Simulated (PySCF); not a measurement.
Compound: C4H10BN.
Z-matrix (Å and degrees, PBE0-D3(BJ)/def2-SVP geometry), rows numbered from 1:
```
B 
N   1  1.3892
C   2  1.4337  1  127.65
C   3  1.5426  2  119.71  1   128.57
C   4  1.5402  3   88.10  2   143.83
C   5  1.5402  4   88.37  3   -20.19
H   1  1.2096  2  118.97  3   179.65
H   1  1.2107  2  118.99  3    -0.39
H   2  1.0155  1  119.06  3  -179.49
H   3  1.1007  2  107.64  1     1.88
H   4  1.1025  3  110.48  2    31.79
H   4  1.1004  3  118.05  2   -93.77
H   5  1.0992  4  117.85  3  -141.09
H   5  1.1006  4  111.63  3    92.48
H   6  1.1025  3  110.47  2   -31.68
H   6  1.1003  3  117.99  2    93.90
```

Linear response at wB97X-D/def2-SVPD (PySCF, frozen core in the response, non-relativistic).

Static isotropic polarisability: 70.72 au (10.48 Å³), principal values 62.8, 63.1, 86.3 au.

**Question.** What is the polarisability at 1064 nm and at the sodium D line?

**Answer.** 71.29 au at 1064 nm (+0.8 %), 72.63 au at 589.3 nm (+2.7 %). The rise at 589.3 nm is 3.36 times that at 1064 nm; a pure ω² law gives 3.26. The lowest singlet lies at 170 nm, shorter than both wavelengths.

**Question.** What is the isotropic C6 coefficient between two such molecules, C6 = (3/π)∫α(iω)² dω?

**Answer.** 2092 au (Eh·bohr⁶) by a ten-point quadrature over imaginary frequencies, which is 1250 eV·Å⁶ or 121 J·nm⁶/mol.

**Question.** Which effective excitation energy ω̄ makes London's formula C6 = (3/4)α²ω̄ exact here?

**Answer.** ω̄ = 4·C6/(3α²) = 0.558 Eh = 15.2 eV. A one-pole form α(ω) = α/(1 − ω²/ω̄²) fitted to the 1064 nm value gives 13.1 eV. London's choice of the ionisation energy (9.66 eV, ΔSCF at the same level) gives C6 = 1330 au, 36 % too low.

**Question.** What molar refraction at the D line follows from R = (4π/3)·N_A·α′, with α′ the polarisability volume?

**Answer.** α′ = 10.76 Å³ gives R = 27.15 cm³/mol, for isolated, non-vibrating species.

**Question.** How many electrons N does the Slater–Kirkwood formula C6 = (3/4)·√N·α^(3/2) need to give this C6?

**Answer.** N = (4·C6/3)²/α³ = 22.0; the species has 46 electrons in all.

**Question.** How anisotropic is the static polarisability, by Δα² = ½[(α1 − α2)² + (α2 − α3)² + (α3 − α1)²]?

**Answer.** Δα = 23.3 au, or 0.33 of the isotropic value.

**Question.** The lowest 10 singlets have (eV, f): 7.29, 0.000; 7.43, 0.341; 7.44, 0.055; 8.17, 0.012; 8.36, 0.006; 8.75, 0.044; 8.76, 0.009; 8.84, 0.047; 8.95, 0.007; 9.08, 0.029. What share of the static polarisability do they carry in the sum over states α = Σ f/ω²?

**Answer.** 6.79 au, 9.6 % of α; the largest term, 4.57 au, is that of the state at 7.43 eV. Their oscillator strengths add up to 0.55. Higher states carry the rest.

**Question.** What three-body coefficient follows from the one-pole estimate C9 = (3/4)·α·C6?

**Answer.** 111000 au. This is an estimate from the two numbers above, not a computed integral.

**Question.** What n − 1 at the D line would an ideal gas of it have at 273.15 K and 1 atm (2.6868 × 10¹⁹ cm⁻³), by n − 1 = 2π·N·α′?

**Answer.** 18.17 × 10⁻⁴, a formal value whether or not that pressure can be reached.

The run took 3.3 min on an Arm Neoverse N1 with one thread, shared host with 64 logical CPUs at a one-minute load of 62, and the process peaked at 0.98 GiB of memory. This is the whole response run at wB97X-D/def2-SVPD, SCF included.

One conformer stands for the species.

The pairwise dispersion term of wB97X-D wasn't added to the energies; at a given geometry it leaves orbitals and properties as they are.
